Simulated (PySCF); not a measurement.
NICS in isomers of C5H11PSi.

Definitions: NICS(0) = −σiso at the ring centroid; NICS(1) = −σiso and NICS(1)zz = −σzz at ±1 Å along the ring normal z. Level: GIAO PBE0/pcSseg-1 (PySCF, non-relativistic, gas phase) on the GFN2-xTB geometries, one conformer each. Atom numbers follow the mapped SMILES.

Question: Order these rings by mean NICS(1)zz, lowest (most negative) first (ppm).
A. ring C2–C3–P5 in `[CH3:1][C:2]1=[C:3]([CH3:4])[P:5]1[CH2:6][SiH3:7]`
B. ring Si3–C5–C6–C7 in `[CH2:1]=[CH:2][Si:3]1([PH2:4])[CH2:5][CH2:6][CH2:7]1`
C. ring P4–C5–C6 in `[CH3:1][CH:2]([CH3:3])[P:4]1[CH:5]=[C:6]1[SiH3:7]`
D. ring P2–C3–C4–C5–C7 in `[CH3:1][P:2]1[CH2:3][CH:4]=[C:5]([SiH3:6])[CH2:7]1`
E. ring C5–C6–C7 in `[PH2:1][Si@@H:2]1[CH2:3][CH2:4][C:5]12[CH2:6][CH2:7]2`
F. ring C5–C6–C7 in `[CH2:1]=[CH:2][Si@H:3]([PH2:4])[CH:5]1[CH2:6][CH2:7]1`

Answer: F (-23.6), E (-22.0), C (-20.8), A (-17.5), D (-5.6), B (5.4).

| SMILES | ring | NICS(0) | NICS(1) | NICS(1)zz | HOMA | rms pucker (Å) | ring atoms with four or more neighbours |
| --- | --- | --- | --- | --- | --- | --- | --- |
| C=C[Si@H](P)C1CC1 | 3-membered carbocycle; formal bonds all single | -45.0 | -8.5 | -23.6 | – | 0.00 | 3 |
| P[Si@@H]1CCC12CC2 | 3-membered carbocycle; formal bonds all single | -44.8 | -9.0 | -22.0 | – | 0.00 | 3 |
| CC(C)P1C=C1[SiH3] | 3-membered ring with P; formal bonds 1 double, 2 single | -25.3 | -9.4 | -20.8 | -1.19 | 0.00 | 0 |
| CC1=C(C)P1C[SiH3] | 3-membered ring with P; formal bonds 1 double, 2 single | -27.3 | -8.6 | -17.5 | -1.16 | 0.00 | 0 |
| CP1CC=C([SiH3])C1 | 5-membered ring with P; formal bonds 1 double, 4 single | -3.1 | -3.9 | -5.6 | – | 0.11 | 2 |
| C=C[Si]1(P)CCC1 | 4-membered ring with Si; formal bonds all single | 2.0 | 0.1 | 5.4 | – | 0.08 | 4 |

NICS(0) gives another order. The isotropic NICS(1) gives another order. HOMA uses Krygowski's 1993 parameters; it is left out where a ring has a four-coordinate atom, a triple bond, no multiple bond or a kind of bond without parameters. NICS(1) and NICS(1)zz are means over the two faces.
